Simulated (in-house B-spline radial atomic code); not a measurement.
# RPA and G0W0 on BLYP: Pd43+

Configuration [He] 2s1, highest spin, mean-field start BLYP. Computed with an all-electron radial atomic-structure program (B-spline basis): all electrons, non-relativistic, point nucleus, each spin shell either full or empty, empty states to l = 9 with an (l + 1/2)⁻⁴ tail; G0W0 by contour deformation at full frequency.

Without relativity these are model numbers: it shifts the levels of so heavy an element strongly and can reorder them.

Command:
```bash
python run_gw.py task.json out
```
Settings (radii: box in bohr, nucleus in fm):
```
Z                        46
electrons                3
configuration            [He] 2s1
hamiltonian              nr
method                   b88,lyp
lmax                     9
spin_polarised           True
box_radius               2.34
intervals                45
ion_configuration        1s2
```

Time taken, with all properties: 1.3 s on 1 thread of Arm Neoverse N1 (shared host).

Energies (hartree):

```json
{"term": "mean-field total", "value": "-2333.76585"}
{"term": "Hartree-Fock functional on these orbitals", "value": "-2333.80478"}
{"term": "direct second order", "value": "-0.51735"}
{"term": "second-order exchange", "value": "0.46422"}
{"term": "SOSEX correction", "value": "0.3513"}
```

(1) What is the RPA correlation energy, and what remains with SOSEX?

Quasi-particle levels (eV):

```csv
level,occupied,mean field,Σx - vxc,Σc,QP weight,G0W0
2s up,yes,-6640.04,-66.13,?,?,?
1s down,yes,-27469.86,-286.51,2.30,0.999,-27754.08
1s up,yes,-27481.75,-300.92,-0.68,0.980,-27783.35
2s down,no,-6582.56,59.58,-19.12,0.897,-6542.11
```

G0W0 = mean field + (Σx - vxc) + Σc, with Σc (partial-wave tail included) taken at the quasi-particle energy.

(2) Where does G0W0 put 2s up?

(3) What does it cost to remove one electron (to 1s2) by differences of total energies, each species on its own start (correlation terms add to the Hartree-Fock functional)?

Results:

(1) RPA gives -0.40353 hartree (-3.66 eV per electron); RPA + SOSEX gives -0.052234, and the second-order doubles -0.053136 hartree (no singles). SOSEX takes back 87 % of the RPA value.

(2) At -6716.72 eV, with Σc = -10.55 eV and a quasi-particle weight of 0.965. The tabulated removal energy is 6943.097 ± 0.022 eV (NIST, tabulated theory); the calculation leaves out relativity, Breit and QED terms, and what these don't explain is the method's own error.

(3) BLYP 6710.24 eV, Hartree-Fock functional 6706.11 eV, + RPA 6714.56 eV, + RPA + SOSEX 6706.27 eV, + second order 6706.29 eV. Tabulated: 6943.097 ± 0.022 eV (NIST, tabulated theory); the calculation leaves out relativity, Breit and QED terms, and what these don't explain is the method's own error.
